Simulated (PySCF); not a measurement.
## State search for NaCa⁺

Unrestricted PBE0; PySCF, no relativity, basis sets Na def2-SVP, Ca def2-SVP. Outer shells of the fragments: Na+ closed shells only; Ca 4s2.

Followed along the bond (rough minima from three points):

```json
{"2Ms+1": "1", "unpaired": "none", "⟨S²⟩ at the start": "0.00", "R at minimum (Å)": "3.56", "Te (eV)": "0.00"}
{"2Ms+1": "3", "unpaired": "σ ↑↑", "⟨S²⟩ at the start": "2.00", "R at minimum (Å)": "none in the scan", "Te (eV)": "≤ 1.06"}
```

Solutions found at the starting distance of 3.265 Å, counted from the lowest of them; the search is not exhaustive and high or unbound solutions are not listed, so other states can lie among these:

```
2Ms+1  unpaired   term  E (eV)  ⟨S²⟩  ⟨Lz²⟩  μ (D)
    1      none    ¹Σ⁺    0.00  0.00   0.00  -1.23
    3      σ ↑↑    ³Σ⁺    1.29  2.00   0.00  -2.25
    3  σ ↑, π ↑     ³Π    1.68  2.00   1.00   0.28
    1  σ ↑, π ↓  mixed    2.16  1.00   1.01   0.07
    3  σ ↑, δ ↑     ³Δ    2.27  2.00   4.00  -1.99
    1  σ ↑, δ ↓  mixed    2.39  1.00   4.00  -1.42
```

A term symbol is given only where ⟨S²⟩ and ⟨Lz²⟩ are close to those of a pure state; real π, δ and φ orbitals otherwise mix terms. A positive dipole points towards Ca; it is taken about the centre of mass and depends on that origin.

Counting both spins, an empty level lies below a filled one in some of these solutions, because spin and occupation are held.
